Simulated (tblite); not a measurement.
Compound: C6H2ClO2 (doublet state).
Atom-mapped SMILES: `[C:1]#[C:2][C@H:3]1[CH:4]=[C:5]([Cl:6])[O:7][C:8]1=[O:9]` (hydrogens: H10 on C3; H11 on C4)

Computed geometry: GFN2-xTB, gas phase. This method treats the open shell by occupation alone, without spin polarisation.

(1) Give the optimised bond lengths and angles.

## Answers

(1) 
```tsv
bond	length (Å)	order
C1≡C2	1.193	triple
C2–C3	1.476	single
C3–C4	1.488	single
C4=C5	1.337	double
C5–Cl6	1.690	single
C5–O7	1.368	single
O7–C8	1.370	single
C8=O9	1.187	double
C3–C8	1.530	single
C3–H10	1.093	single
C4–H11	1.070	single
```

Orders are formal, as drawn. A selection of angles:
```tsv
angle	degrees
C1–C2–C3	178.1
C2–C3–C4	111.6
C2–C3–C8	108.7
C2–C3–H10	107.1
C4–C3–C8	102.2
C4–C3–H10	115.0
C8–C3–H10	112.0
C3–C4–C5	107.4
C3–C4–H11	125.2
C5–C4–H11	127.3
C4–C5–Cl6	130.2
C4–C5–O7	113.9
Cl6–C5–O7	115.9
C5–O7–C8	108.6
O7–C8–O9	123.0
C3–C8–O7	107.7
C3–C8–O9	129.3
```

Torsions: C2–C3–C4–C5 112° (anticlinal); C3–C4–C5–Cl6 -179° (antiperiplanar); C4–C5–O7–C8 0° (synperiplanar); C5–O7–C8–O9 178° (antiperiplanar); C2–C3–C8–O7 -114° (anticlinal).

C5 (carbon bonded to C, Cl and O) is planar (angles 130.2°, 115.9° and 113.9°, sum 360.0°, 0.01 Å off the plane of its three neighbours). The 5 C–C bonds span 1.193 Å (C1≡C2, drawn triple) to 1.530 Å (C3–C8, drawn single), a spread of 0.337 Å. C4 (carbon bonded to 2 C and H) is planar (angles 127.3°, 125.2° and 107.4°, sum 359.9°, 0.02 Å off the plane of its three neighbours). O7 (oxygen bonded to 2 C) is bent (angle 108.6°). C8 (carbon bonded to C and 2 O) is planar (angles 129.3°, 123.0° and 107.7°, sum 360.0°, 0.00 Å off the plane of its three neighbours). The 5-membered ring C3–C4–C5–O7–C8 has internal angles of 102.2° to 113.9° (sum 540°, against 540° for a flat polygon); it is almost planar, 0.02 Å rms from its mean plane, widest ring torsion 4°. The 3 C–O bonds span 1.187 Å (C8=O9, drawn double) to 1.370 Å (O7–C8, drawn single), a spread of 0.183 Å.

Point group: C1 (no symmetry element, even within 0.4 Å). Its GFN2-xTB frequencies are all real (lowest 72 cm⁻¹).
